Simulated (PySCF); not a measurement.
Gas-phase reaction: Sb2 + 6 HF = 2 SbH3 + 3 F2

Energies from PySCF (xtb for GFN2), thermal terms from the rigid-rotor harmonic-oscillator model, ideal gas at 1 bar. † marks an energy on the PBE0/def2-TZVP geometry and frequencies; other levels use their own. MP2 and CCSD(T) freeze the core. All species are closed-shell singlets. B3LYP is the form with VWN-RPA correlation. Sb: scalar-relativistic def2 core potential, no spin-orbit coupling. MP2 isn't extrapolated to the basis-set limit; its ΔH°(298 K) is 1675.9 kJ in def2-SVP and 1782.2 kJ in def2-TZVPP. CCSD(T) isn't extrapolated to the basis-set limit; its ΔH°(298 K) is 1549.6 kJ in def2-SVP and 1629.7 kJ in def2-TZVPP. The harmonic model lacks anharmonicity and excited electronic states, which grow with temperature; levels with a mode under 35 cm⁻¹ are left out.

```tsv
level	ΔE electronic, kJ	ΔH°(298 K), kJ	ΔS°(298 K), J/K	ΔG°(2000 K), kJ
B3LYP/def2-TZVP†	1593	1547	-227	2000
BLYP/def2-TZVP†	1528	1483	-227	1936
CCSD(T)/def2-SVP†	1595	1550	-227	2002
CCSD(T)/def2-TZVPP†	1675	1630	-227	2082
GFN2-xTB	1102	1053	-226	1485
HF/def2-TZVP†	1724	1679	-227	2131
MP2/def2-SVP†	1721	1676	-227	2128
PBE0/def2-QZVP†	1655	1610	-227	2062
PBE0/def2-SVP†	1514	1469	-227	1921
PBE0/def2-TZVP	1604	1559	-227	2011
LDA/def2-TZVP†	1543	1498	-227	1950
```
ΔH° is lowest at GFN2-xTB and highest at HF/def2-TZVP†. No reference value is set beside these.
